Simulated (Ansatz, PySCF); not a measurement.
Nb(NH)(F)(NH2)2 (FH5N3Nb), SMILES [NH]=[Nb]([NH2])([NH2])[F], multiplicity 1.

Coordinates come from a B3LYP-D3(BJ)/def2-SVP optimisation. The multiplicity is an assumed one; no other spin state was optimised. The structure was generated by enumeration; whether it is a known compound was not checked. The def2 effective core potentials stand for the cores of Nb; spin–orbit coupling is left out. Other conformers were not sampled.

Vertical ionisation energy (IE) and electron affinity (EA) in eV. Rows of orbital energies are one-electron estimates. Where ΔSCF, EOM or ADC give a negative EA the extra electron is unbound and the value depends on the basis.

| level | IE | EA |
|---|---|---|
| −ε(HOMO), −ε(LUMO), B3LYP/def2-TZVP (PySCF) | 7.14 | 0.90 |
| −ε(HOMO), −ε(LUMO), PBE/def2-TZVP (PySCF) | 6.00 | 1.49 |
| ΔSCF, PBE0/def2-SVPD (Ansatz), final states of multiplicity 2 and 2 | 9.31 | -0.92 |
| ΔSCF, PBE/def2-SVPD (Ansatz), final states of multiplicity 2 and 2 | 9.02 | -0.77 |

Q: What vertical singlet–triplet gap does ΔSCF give with PBE0/def2-SVPD (Ansatz, a program for electronic structure) and with PBE/def2-SVPD (Ansatz)? (An estimate is asked for; the answer gives what the named calculation found.)

A: 4.45 and 4.60 eV (triplet above singlet where positive).
